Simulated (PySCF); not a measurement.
C₃H₈OSi, SMILES C(=O)C[SiH2]C.

Geometry optimised at B3LYP-D3(BJ)/def2-SVP. This is a generated structure with no PubChem entry under its InChIKey; it may be hypothetical. One conformer was computed; it need not be the lowest.

Two levels are set side by side: PBE/def2-TZVP (PySCF) and ωB97X/def2-TZVP (PySCF). Same geometry, gas phase. Differences are taken from unrounded values.

```csv
quantity,PBE
orbital gap (eV),3.98
highest occupied level (eV),-5.96
lowest empty level (eV),-1.98
dipole moment (D),3.07
mean polarisability (bohr³),67.9
```

### Question
These are the PBE values. What does ωB97X give? (The exact figures need the calculation; the answer reports its results.)

### Answer

| quantity | ωB97X | PBE minus ωB97X |
|---|---|---|
| orbital gap (eV) | 11.61 | -7.64 |
| highest occupied level (eV) | -9.99 | 4.03 |
| lowest empty level (eV) | 1.62 | -3.60 |
| dipole moment (D) | 3.24 | -0.17 |
| mean polarisability (bohr³) | 64.4 | 3.5 |

PBE's occupied levels lie high since its potential decays too fast outside the molecule; exact exchange lowers them and widens the gap. PBE's more diffuse valence density responds more strongly to a field. Differences between two approximate levels are no errors against the true value.

Rough cost on one machine, each run with all the roots and properties that it gave: ωB97X against PBE within a factor of 2.
